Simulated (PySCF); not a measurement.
# Potassium: a sound run and one with changed settings

Sound run: K⁺ [Ar], K²⁺ [Ne] 3s2 3p5. Calculation: PySCF 2.14, in pcseg-2 (6s4p3d, 33 functions); the non-relativistic Hamiltonian (point nucleus). In the sound run the correlated levels freeze [Ne] 3s2. The sound run starts from symmetry-adapted Hartree-Fock orbitals and uses a fine grid where one is needed.

Changed run: all electrons correlated in a basis built for the valence shell.

```tsv
species	method	sound run (hartree)	changed run (hartree)	converged
K⁺	MP2	-599.12510	-599.16111	yes
K⁺	CCSD(T)	-599.14101	-599.17752	yes
K²⁺	MP2	-597.96584	-598.01227	yes
K²⁺	CCSD(T)	-597.98218	-598.03430	yes
```

Ionisation energy of K⁺:

| method | sound run (eV) | changed run (eV) |
| --- | --- | --- |
| UHF | 30.428 | 30.428 |
| MP2 | 31.545 | 31.261 |
| SCS-MP2 | 31.482 | 31.156 |
| CCSD | 31.513 | 31.087 |
| CCSD(T) | 31.533 | 31.109 |

A valence basis has no tight correlating functions, so it recovers only part of the core correlation, and not evenly between atom and ion.

For comparison, NIST gives 31.625 eV between the lowest levels.
